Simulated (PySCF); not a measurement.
Species: C₆H₁₂AlP.
Structure used (PBE0-D3(BJ)/def2-SVP), in Å, numbered top down from 1:
```xyz
20
C6H12AlP angstrom
C     -0.7413    3.0571    1.1085
C     -0.6326    1.9731    0.5724
P     -0.5164    0.3555   -0.1118
C     -1.1925    0.5384   -1.7975
Al    -1.7054   -1.4061    1.1716
C      1.2601    0.1029   -0.3386
C      2.0521   -0.5298    0.7747
C      1.7719   -1.3116   -0.4635
H     -0.8409    4.0179    1.5818
H     -1.0959   -0.4337   -2.3024
H     -2.2578    0.7994   -1.7296
H     -0.6535    1.3114   -2.3629
H     -0.9096   -1.3883    2.5648
H     -1.3643   -2.6041    0.1478
H     -3.1830   -0.7865    1.1026
H      1.7536    0.8781   -0.9349
H      1.5159   -0.8099    1.6864
H      3.0615   -0.1448    0.9382
H      1.0456   -2.1276   -0.3989
H      2.5820   -1.4762   -1.1783
```

All values: PBE0/pcSseg-1 (PySCF, non-relativistic), on one gas-phase PBE0-D3(BJ)/def2-SVP geometry that isn't relaxed in the solvent. The solvent is an IEF-PCM continuum (Bondi radii, 1.10 Å for H, scaled by 1.2). Specific hydrogen bonds and non-electrostatic terms are outside this model.

| run | E − E(gas) (kcal/mol) | HOMO (eV) | HOMO–LUMO gap (eV) | dipole (D) |
| --- | --- | --- | --- | --- |
| gas | 0.00 | -7.52 | 6.88 | 5.34 |
| P | -9.16 | -7.72 | 7.28 | 6.89 |
| Q | -3.63 | -7.65 | 7.13 | 5.94 |

**Question.** The runs were made in cyclohexane and water. Which run belongs to which solvent?

**Answer.** P = water, Q = cyclohexane. The dielectric constants are 2.017 (cyclohexane), 78.36 (water), and the energy falls further as ε rises. In this model the ground state sees the solvent through ε alone.

**Question.** How constant is the ratio of the lowering to (ε − 1)/(2ε + 1)?

**Answer.** 
```json
{"solvent": "cyclohexane", "(ε − 1)/(2ε + 1)": "0.202", "E − E(gas) (kcal/mol)": "-3.63", "ratio (kcal/mol)": "-18.0", "polarisation term (kcal/mol)": "-3.87"}
{"solvent": "water", "(ε − 1)/(2ε + 1)": "0.490", "E − E(gas) (kcal/mol)": "-9.16", "ratio (kcal/mol)": "-18.7", "polarisation term (kcal/mol)": "-10.74"}
```

The ratio changes by +3.9 % in size from cyclohexane to water. The polarisation term is half the interaction of the solute with the induced surface charges.

The run took 35 s of wall time on Arm Neoverse V2, one thread, shared host with 96 logical CPUs at a one-minute load of 40, and the process peaked at 1.2 GiB of memory. This is the whole shielding run at PBE0/pcSseg-1 in water, SCF included.
